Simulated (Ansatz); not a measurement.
`C[O][AlH][NH2]` + CH₃NH₂ → `C[NH][AlH][NH2]` + CH₃OH  (ligand exchange at the Al–O bond)

Program: Ansatz. Geometries: PBE0-D4/def2-TZVP. ΔE: electronic, gas phase. CBS: MP2 limit from def2 TZ/QZ plus the TZ coupled-cluster correction, frozen cores. This one scheme is used for every species. DFT in def2-TZVPP. B3LYP here is the variant with VWN-RPA as its local correlation; programs differ in this. One conformer a species, not always the lowest.

`C[O][AlH][NH2]`:

```xyz
10

C     1.009   -1.083   -1.298
O     0.497   -0.542   -0.119
Al   -0.615    0.673    0.245
N    -0.938    0.989    1.946
H     0.779   -2.152   -1.357
H     0.601   -0.602   -2.197
H     2.098   -0.972   -1.325
H    -1.337    1.498   -0.892
H    -1.580    1.689    2.280
H    -0.513    0.502    2.718
```

CH₃NH₂:

Z-matrix (Å, degrees):
```
C
N 1 1.453
H 1 1.092 2 109.4
H 1 1.100 2 115.4 3 -121.6
H 1 1.092 2 109.4 3 116.8
H 2 1.012 1 110.6 3 62.6
H 2 1.012 1 110.6 3 -179.3
```

`C[NH][AlH][NH2]`:

Cartesian coordinates in Å:
```
C -1.006 -0.921 -0.974
N -0.063 -1.072 0.111
Al 0.879 0.165 0.959
N 0.727 1.868 0.500
H -0.695 -1.454 -1.881
H -2.011 -1.274 -0.711
H -1.103 0.134 -1.244
H 0.041 -2.036 0.389
H 1.853 -0.262 2.127
H 1.238 2.609 0.950
H 0.141 2.244 -0.226
```

CH₃OH:

```xyz
6

C     0.118   -0.159    0.296
O    -0.249    0.912   -0.544
H     0.449    0.275    1.240
H     0.946   -0.748   -0.116
H    -0.722   -0.832    0.507
H    -0.543    0.553   -1.383
```

Is it downhill or uphill in electronic energy at CCSD(T)/CBS, and by how much? (Best estimate.)

The calculation gave: Uphill: ΔE = +11.0 kcal/mol.

What do these levels give: B3LYP-D4, ωB97M-V, B2PLYP, r2SCANh, HF/def2-SVP, SCS-MP2/def2-QZVPP? (Best estimate.)

Computed: B3LYP-D4 11.6, ωB97M-V 11.4, B2PLYP 12.1, r2SCANh 11.6, HF/def2-SVP 13.3, SCS-MP2/def2-QZVPP 11.6 kcal/mol.

Largest T1 diagnostic among the species: 0.011.

At CCSD(T), def2-SVP lies +1.0 kcal/mol from the extrapolated value and def2-TZVPP +0.2 kcal/mol. In def2-TZVPP, CCSD(T) changes the Hartree–Fock value by −2.1 kcal/mol (the triples alone add −0.3 kcal/mol) and MP2 by −2.0 kcal/mol. Leaving LDA and LC-ωPBE aside and taking each functional with its dispersion term where it has one, the values, not all of them listed here, spread over 1.9 kcal/mol, from revPBE-D4 to BHLYP-D4.
